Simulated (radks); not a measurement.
Q: These are the eigenvalues of the occupied orbitals of an atom or ion with whole-number occupations (hartree). All-electron calculation, scalar-relativistic Kohn-Sham, r2SCAN, spin-polarised, spherical densities, finite nucleus; meta-GGA in the generalised Kohn-Sham scheme; Fermi nuclear charge, rms radius of each element as measured or else 0.836 A^(1/3) + 0.57 fm. Program: a radial shooting solver on a logarithmic mesh with Libxc functionals.

1s down: -240.2375
1s up: -240.2369
2s up: -30.85902
2s down: -30.79698
2p up: -26.56717
2p down: -26.51990
3s up: -6.23915
3s down: -6.10371
3p up: -5.00543
3p down: -4.87026
3d up: -3.07644

Which element is it, and in what charge state? The configuration may be excited. Open shells, if any, are filled with parallel spins first.

A: Z = 25, manganese, charge +5: Mn5+ in [Ar] 3d2. The list shows which subshells hold electrons but not how many an open one holds; the 1s level, -240.24 hartree, gives Z - s = 21.9 by -(Z - s)^2/2, which with screening and relativity narrows Z to a few neighbours, and the depths of the outer levels then fix element, charge and occupations together.
